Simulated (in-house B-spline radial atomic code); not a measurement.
# RPA and G0W0 on HSE06: Tc7+

Configuration [Ar] 3d10 4s2 4p6, mean-field start HSE06. Computed with an all-electron radial atomic-structure program (B-spline basis): all electrons, non-relativistic, point nucleus, each spin shell either full or empty, empty states to l = 9 with an (l + 1/2)⁻⁴ tail; G0W0 by contour deformation at full frequency.

Without relativity these are model numbers: it shifts the levels of so heavy an element strongly and can reorder them.

Command:
```bash
python run_gw.py task.json out
```
Settings (radii: box in bohr, nucleus in fm):
```
Z                        43
electrons                36
configuration            [Ar] 3d10 4s2 4p6
hamiltonian              nr
method                   hse06
lmax                     9
spin_polarised           False
box_radius               8.41
intervals                50
```

Cost of the run: 2.7 s on 1 thread of Arm Neoverse N1 (shared host).

Energies (hartree):

| term | value |
| --- | --- |
| mean-field total | -4194.83282 |
| Hartree-Fock functional on these orbitals | -4193.42647 |
| direct second order | -3.0096 |
| second-order exchange | 0.86075 |
| SOSEX correction | 0.80736 |

**Question.** What is the RPA correlation energy, and what remains with SOSEX?

**Answer.** RPA gives -2.6985 hartree (-2.04 eV per electron); RPA + SOSEX gives -1.8911, and the second-order doubles -2.1488 hartree (no singles). RPA lacks exchange-type terms and so overcorrelates at short range.

Quasi-particle levels (eV):

```
level  occupied  mean field  Σx - vxc     Σc  QP weight     G0W0
   4p       yes     -143.73     -7.10      ?          ?        ?
   3d       yes     -368.00    -23.00   6.59      0.940  -384.42
   4d        no      -96.17      8.49  -2.47      0.972   -90.15
```

G0W0 = mean field + (Σx - vxc) + Σc, with Σc (partial-wave tail included) taken at the quasi-particle energy. Only the outer levels were computed. Levels of low weight are left out.

**Question.** Where does G0W0 put 4p?

**Answer.** At -151.63 eV, with Σc = -0.80 eV and a quasi-particle weight of 0.963. The tabulated removal energy is 150 ± 2.1 eV (NIST, tabulated theory); the calculation leaves out relativity, Breit and QED terms, and what these don't explain is the method's own error.
